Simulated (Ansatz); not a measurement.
A nudged elastic band was laid between two geometries of CF3 + H4OSi (10 atoms, charge 0, multiplicity 2).

Theory: Ansatz 0.2.0, UKS PBE/def2-SVP.

```json
{"movable images": "5", "climbing image": "yes", "spring": "5.0 eV/Å²", "optimiser": "quadratic models (default)", "start path": "through a guess of the saddle point", "force threshold": "0.2 eV/Å", "iteration limit": "60", "end points": "relaxed"}
```

First end point:

```xyz
10
Properties=species:S:1:pos:R:3
Si 0.011 -0.042 -0.457
H 0.014 -0.025 1.058
O 1.567 -0.061 -1.100
H 2.090 -0.850 -0.877
H -0.624 1.218 -0.961
H -0.806 -1.233 -0.893
C -0.033 0.011 3.834
F -0.734 -1.047 4.231
F 1.228 -0.065 4.249
F -0.603 1.143 4.231
```

Last end point:

```xyz
10
Properties=species:S:1:pos:R:3
Si 0.065 -0.078 -0.561
H -0.082 0.064 2.484
O 1.602 -0.060 -1.256
H 2.114 -0.882 -1.146
H -0.592 1.200 -1.008
H -0.750 -1.279 -1.005
C -0.067 0.032 3.601
F -0.763 -1.031 4.046
F 1.199 -0.068 4.047
F -0.616 1.149 4.111
```

Task: What changes between the two ends?

Result: Bonds broken: Si1–H2. Bonds formed: H2–C7. CF3 + H4OSi becomes CHF3 + H3OSi.

Task: What energy profile does the band end with?

Result: The run converged. The highest image is number 2 of 0 to 6, 5.0 kJ/mol above the first end and 75.1 kJ/mol above the last; the last end lies 70.1 kJ/mol below the first. The threshold of 0.2 eV/Å is loose, so the images may lie well off the minimum-energy path. Another band between the same ends (5 images) ends at a top of the same energy, where a vibrational analysis finds 1 clearly imaginary mode.

| image | path coordinate (Å) | energy (kJ/mol) | Si1–H2 (Å) | H2–C7 (Å) |
| --- | --- | --- | --- | --- |
| 0 | 0.00 | 0.0 | 1.51 | 2.78 |
| 1 | 0.70 | 1.4 | 1.52 | 2.32 |
| 2 | 1.40 | 5.0 | 1.59 | 1.78 |
| 3 | 1.89 | -46.3 | 2.10 | 1.21 |
| 4 | 2.38 | -64.7 | 2.49 | 1.13 |
| 5 | 2.87 | -69.1 | 2.78 | 1.12 |
| 6 | 3.37 | -70.1 | 3.05 | 1.12 |

Task: What is the geometry of the highest image?

Result: 
```xyz
10
Properties=species:S:1:pos:R:3
Si -0.004 -0.032 -0.092
H 0.017 -0.014 1.494
O 1.539 -0.034 -0.765
H 2.050 -0.849 -0.618
H -0.659 1.226 -0.575
H -0.814 -1.232 -0.520
C -0.004 -0.003 3.277
F -0.709 -1.056 3.699
F 1.257 -0.089 3.710
F -0.564 1.130 3.704
```

The band took 10 iterations and of the order of 5 core-minutes.

Time of the run: 87 s on 4 threads of Intel(R) Xeon(R) Platinum 8259CL CPU @ 2.50GHz (Skylake/Cascade Lake), with other jobs on the host, peak memory 0.2 GiB.
